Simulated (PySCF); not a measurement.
# Excitation energy of Nb by level of theory

Nb [Kr] 4d4 5s1 (6D) → Nb [Kr] 4d3 5s1 5p1 (high-spin determinant), as a difference of total energies. Calculation: PySCF 2.14, in def2-QZVPPD with the def2 core potential (28 electrons); scalar relativity through the core potential. Correlated levels: valence and next inner shell: nothing frozen outside the core potential. The calculations carry no spin-orbit coupling.

```tsv
method	excitation energy (eV)
UHF	1.498
MP2 (valence and next inner shell)	2.365
SCS-MP2 (valence and next inner shell)	2.017
CCSD (valence and next inner shell)	2.177
CCSD(T) (valence and next inner shell)	2.228
```

Question: How much does correlation contribute at CCSD(T) (valence and next inner shell)?

Answer: 2.228 − (1.498) = 0.730 eV, measured against UHF.

The determinant of the upper state mixes LS terms, which raises its energy above the lowest term, most at the Hartree-Fock and MP2 levels.
